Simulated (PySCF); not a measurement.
Vibration and rotation of BeH

UHF-CCSD(T) constants of BeH, ²Σ⁺ (doublet), unpaired electrons σ ↑ (basis Be def2-TZVPP, H def2-TZVPP; no relativity; PySCF 2.14; masses 9.0122 and 1.0078 u):

| Property | Result |
| --- | --- |
| ωe | 2027.7 cm⁻¹ |
| ωexe | 35.0 cm⁻¹ |
| Be | 10.204 cm⁻¹ |
| αe | 0.294 cm⁻¹ |
| D (centrifugal) | 0.00103 cm⁻¹ |
| De to Be + H | 2.07 eV |

**Question.** Give the vibrational terms G(v) and spacings up to v = 6.

**Answer.** G(v) = ωe(v+½) − ωexe(v+½)².

| v | G(v) (cm⁻¹) | G(v) − G(v−1) | Bv (cm⁻¹) |
| --- | --- | --- | --- |
| 0 | 1005 |  | 10.06 |
| 1 | 2963 | 1958 | 9.76 |
| 2 | 4850 | 1888 | 9.47 |
| 3 | 6668 | 1818 | 9.18 |
| 4 | 8416 | 1748 | 8.88 |
| 5 | 10094 | 1678 | 8.59 |
| 6 | 11701 | 1608 | 8.29 |

**Question.** How well does the Morse estimate ωe²/(4ωexe) reproduce De, and what is D0?

**Answer.** It gives 3.64 eV, 176 % of the computed De. D0 = De − G(0) = 2.07 − 0.12 = 1.95 eV.

Correlated steps freeze no core orbitals. The state was picked by a PBE0 search and need not be the measured ground state.
